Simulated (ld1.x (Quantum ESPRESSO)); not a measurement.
## How hard is this cobalt (Co) RRKJ potential?

ld1.x (Quantum ESPRESSO) 7.5 input, shortened:

```
&input
   title='Co', zed=27., rel=2, dft='PZ', iswitch=3,
   config='[Ar] 3d7 4s0 4p0', rel_dist='average'
 /
 &inputp
   pseudotype=2, tm=.false., rho0=0.01, lloc=0,
   nlcc=.true., rcore=1.05
 /
3
4P  2  1   0.00   0.00  2.15  2.15  0.0
3D  3  2   7.00   0.00  1.30  1.30  0.0
4S  1  0   0.00   0.00  2.05  2.05  0.0
 &test
   configts(1)='3d7 4s0 4p0'
 /
```

Open shells are filled in proportion to 2j + 1 (rel_dist='average').

The pseudo-atom Hamiltonian at the reference potential is diagonalised in spherical Bessel functions j_l(qr) that vanish at 20 bohr, with q² up to the cutoff. All-electron valence levels (Ry): 4p1/2 -1.0879, 4p3/2 -1.0771, 3d3/2 -2.0220, 3d5/2 -2.0073, 4s -1.5518.

**Question.** How do the lowest levels (Ry) of each channel move with the cutoff, and are there ghosts?

**Answer.**

```tsv
cutoff (Ry)	p1/2 #1	p1/2 #2	p3/2 #1	p3/2 #2	d3/2 #1	d3/2 #2	d5/2 #1	s #1	s #2	f #1	Σ f·Δε (mRy)
8	-1.0791	-0.4297	-1.0704	-0.4278	-0.5996	-0.2922	-0.5997	-1.5424	-0.5567	-0.2677	9895.0
21	-1.0878	-0.4330	-1.0771	-0.4305	-0.6081	-0.2955	-0.6085	-1.5503	-0.5596	-0.2677	9834.1
40	-1.0879	-0.4330	-1.0771	-0.4305	-0.7957	-0.3684	-0.7975	-1.5517	-0.5600	-0.2677	8515.3
70	-1.0879	-0.4330	-1.0771	-0.4305	-1.8881	-0.4990	-1.8758	-1.5518	-0.5600	-0.2677	927.5
110	-1.0879	-0.4330	-1.0771	-0.4305	-2.0214	-0.5038	-2.0068	-1.5518	-0.5600	-0.2677	4.2
200	-1.0879	-0.4330	-1.0771	-0.4305	-2.0220	-0.5038	-2.0073	-1.5518	-0.5600	-0.2677	0.2
400	-1.0879	-0.4330	-1.0771	-0.4305	-2.0220	-0.5038	-2.0074	-1.5518	-0.5600	-0.2677	0.0
```

Result: no extra level below or beside the all-electron valence levels (p1/2, p3/2, d3/2, d5/2, s, f tested); 10 mRy is reached at 110 Ry and 1 mRy at 160 Ry.

Its largest configuration-test error is -608 meV.
